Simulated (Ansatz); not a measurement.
Start from `[CH3][Al]([F])[SH]` and change one atom or group to get `C[S][Al]([CH3])[F]`.

Ansatz, PBE0-D4/def2-TZVP geometries, multiplicity 1. Each molecule was computed in one conformer, which needn't be the lowest.

```tsv
property	`[CH3][Al]([F])[SH]`
HOMO energy (ωB97M-V/def2-TZVPP) / eV	-10.05
HOMO–LUMO gap (ωB97M-V/def2-TZVPP) / eV	11.21
LUMO energy (PBE/def2-TZVPP) / eV	-1.16
LUMO energy (B3LYP/def2-TZVPP) / eV	-0.63
HOMO energy (B3LYP/def2-TZVPP) / eV	-7.59
LUMO energy (PBE0/def2-TZVPP) / eV	-0.39
```

Question: What does the change do to each property? (Estimate.)

Answer: Ansatz gave: 
```json
{"property": "HOMO energy (ωB97M-V/def2-TZVPP) / eV", "`C[S][Al]([CH3])[F]`": "-9.38", "shift": "0.67"}
{"property": "HOMO–LUMO gap (ωB97M-V/def2-TZVPP) / eV", "`C[S][Al]([CH3])[F]`": "10.65", "shift": "-0.56"}
{"property": "LUMO energy (PBE/def2-TZVPP) / eV", "`C[S][Al]([CH3])[F]`": "-1.04", "shift": "0.12"}
{"property": "LUMO energy (B3LYP/def2-TZVPP) / eV", "`C[S][Al]([CH3])[F]`": "-0.51", "shift": "0.12"}
{"property": "HOMO energy (B3LYP/def2-TZVPP) / eV", "`C[S][Al]([CH3])[F]`": "-6.96", "shift": "0.63"}
{"property": "LUMO energy (PBE0/def2-TZVPP) / eV", "`C[S][Al]([CH3])[F]`": "-0.27", "shift": "0.12"}
```

With PBE0 the HOMO rises by 0.66 eV and the LUMO rises by 0.12 eV, so the gap narrows by about 0.54 eV. PBE moves the HOMO by 0.63 eV and ωB97M-V by 0.67 eV. The zero-point energy changes by 78.3 kJ/mol with +9 modes.

B3LYP here is the variant with VWN-RPA as its local correlation; programs differ in this.
